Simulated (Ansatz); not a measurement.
The first iterations of a band of BCl2F + BrH (6 atoms, charge 0, multiplicity 1).

Level of theory: RKS PBE0-D4/def2-SVP in Ansatz 0.2.0.

```yaml
movable_images: 7
climbing_image: yes
spring: 5.0 eV/Å²
optimiser: fire
start_path: through a guess of the saddle point
force_threshold: 0.05 eV/Å
iteration_limit: 60
end_points: relaxed
largest_step: 0.02 Å
```

Image 0:

```xyz
6
Properties=species:S:1:pos:R:3
B 0.001 0.360 -0.139
F 0.005 0.528 1.167
Cl 1.519 0.321 -0.990
Cl -1.523 0.241 -0.970
Br 0.086 -2.870 1.090
H 0.057 -1.863 2.095
```

Image 8:

```xyz
6
Properties=species:S:1:pos:R:3
B 0.022 -0.604 -0.505
F 0.014 0.162 2.124
Cl 1.512 0.194 -0.892
Cl -1.511 0.119 -0.878
Br 0.070 -2.394 0.203
H 0.038 -0.760 2.200
```

| iteration | highest image above the first end (eV) | largest band force component (eV/Å) |
| --- | --- | --- |
| 1 | 2.975 | 5.585 |
| 2 | 2.731 | 4.754 |
| 3 | 2.512 | 4.027 |
| 4 | 2.315 | 3.393 |
| 5 | 2.137 | 2.835 |
| 6 | 1.977 | 2.341 |
| 7 | 1.833 | 2.016 |
| 8 | 1.705 | 1.891 |
| 9 | 1.591 | 1.741 |
| 10 | 1.500 | 1.559 |
| 11 | 1.429 | 1.342 |

Q: Does the band converge within its limit, and where does its top end?

A: The run converged. It ended after 34 iterations with the highest image 1.212 eV above the first end. Another band between the same ends (7 images) ends at a top of the same energy, where a vibrational analysis finds 1 clearly imaginary mode. The orbitals stay closed-shell, which can raise the energy where a bond breaks towards radicals; this wasn't checked here.

Run time: 5.8 min on 2 threads of Intel(R) Xeon(R) 6975P-C (Granite Rapids) (shared host), peak memory 0.26 GiB.
